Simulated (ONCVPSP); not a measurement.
What the settings do to the ONCV potential of Ca (Z = 20)

Base potential:

calcium (Ca), optimised norm-conserving Vanderbilt (ONCV), made with ONCVPSP 4.0.1 (PBE, scalar-relativistic). Core [Ne], reference 3s2 3p6 (charge +2). Waves: 3s: rc 1.85 bohr, ncon 4, nbas 8, qcut 7.5 1/bohr, 2 projectors, debl 2.8 Ha; 3p: rc 1.15 bohr, ncon 5, nbas 8, qcut 8.4 1/bohr, 2 projectors, debl 3.3 Ha; d scattering state at 0.16 Ha: rc 1.55 bohr, ncon 4, nbas 8, qcut 5.7 1/bohr, 3 projectors, debl 1 Ha. Local part: polynomial inside 1.05 bohr (lpopt 5, dvloc0 0 Ha). Core correction: Teter function, fcfact 5.5, rcfact 1.25.

In the d channel the program set the typed energies aside and used 0.050, 1.050, 2.050 Ha.

Cutoffs, loose and tight: the cutoffs (Ha) at which the residual kinetic energy of the hardest occupied pseudo-wave falls to 1 and 0.1 mHa per electron. They do not see the model core or the augmentation charge, which bear on the density cutoff. Test errors are all-electron minus pseudo excitation energies from the reference, over the configurations 3s2 3p6 4s2; 3s2 3p6 4s1; 3s2 3p6 4s1.5; 3s1 3p6 4s2. A dash means not determined; rows that change the core or the reference have their own tests.

For the base: The cutoffs count occupied waves only; projector 1 of the d channel, the hardest unoccupied one, needs 85 Ha at the loose tolerance.

A true bound ghost makes a file unfit for plane-wave use even where its test errors are small: the radial tests pick states by their node count and pass the ghost by.

```tsv
change	outcome	cutoff, loose	cutoff, tight	bound ghosts	GHOST(+) flags above zero	largest test error (meV)
base	generated, projector energies reset by the program	28 Ha	40 Ha	d	none	-89
core correction Teter function, fcfact 4.5, rcfact 1.4	generated, projector energies reset by the program	28 Ha	40 Ha	d	none	-89
s: nproj 3	generated, projector energies reset by the program	28 Ha	40 Ha	d	s	-90
d: qcut 6.4	generated, projector energies reset by the program	28 Ha	40 Ha	d	none	-89
core correction Teter function, fcfact 6.3, rcfact 1.25	generated, projector energies reset by the program	28 Ha	40 Ha	d	none	-89
functional Wu-Cohen; d: rc 1.15, qcut 7.7	generated, projector energies reset by the program	28 Ha	40 Ha	d	none	-90
local potential polynomial inside 0.80 bohr (lpopt 4, dvloc0 3 Ha)	generated, projector energies reset by the program	28 Ha	40 Ha	d	none	-89
p: rc 0.8; local potential polynomial inside 0.80 bohr (lpopt 5, dvloc0 0 Ha)	generated, projector energies reset by the program	299 Ha	332 Ha	p, d	s, p	-88
p: ncon 3, nbas 6	generated, projector energies reset by the program	23 Ha	33 Ha	d	none	-88
all radii but the core radius scaled by about 1.08 (s 2.00, p 1.24, d 1.68 bohr); local potential polynomial inside 1.14 bohr (lpopt 5, dvloc0 0 Ha)	generated, projector energies reset by the program	28 Ha	45 Ha	d	d	-130
s: qcut 9.6	generated, projector energies reset by the program	28 Ha	40 Ha	d	none	-24
reference 3s2 3p6 3d1 4s1; waves 3s+4s: rc 1.85 bohr, ncon 4, nbas 8, qcut 7.5 1/bohr, 2 projectors; 3d: rc 1.15 bohr, ncon 4, nbas 8, qcut 7.7 1/bohr, 3 projectors, debl 1 Ha	generated	93 Ha	240 Ha	d	d	4 of 4 tests not solved or not reliable
```

**Question.** What comes out with this change to the base: p: nbas 9?

**Answer.** outcome: generated, projector energies reset by the program; cutoff, loose: 27 Ha; cutoff, tight: 38 Ha; bound ghosts: d; GHOST(+) flags above zero: none; largest test error (meV): -89.
